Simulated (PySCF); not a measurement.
# Ionisation energy of Be⁺ by level of theory

Be⁺ [He] 2s1 (2S) → Be²⁺ 1s2 (1S), as a difference of total energies. Calculation: PySCF 2.14, in aug-cc-pCVTZ-DK (7s6p4d2f, 59 functions); the spin-free X2C one-electron Hamiltonian (Gaussian nucleus). Correlated levels: valence and next inner shell: nothing frozen. The calculations carry no spin-orbit coupling.

```
                                method  ionisation energy (eV)  error (eV)
                                   UHF                  18.129      -0.082
                                   LDA                  18.254      +0.043
                                   PBE                  18.494      +0.283
                                  PBE0                  18.455      +0.244
                                r2SCAN                  18.187      -0.024
                                M06-2X                  18.361      +0.150
                                revPBE                  18.507      +0.296
                                  PW91                  18.541      +0.330
    MP2 (valence and next inner shell)                  18.187      -0.024
SCS-MP2 (valence and next inner shell)                  18.181      -0.030
```

Reference: 18.211 eV (measured; NIST Atomic Spectra Database, ionization energies).

Errors of the correlated levels include the incompleteness of this basis.
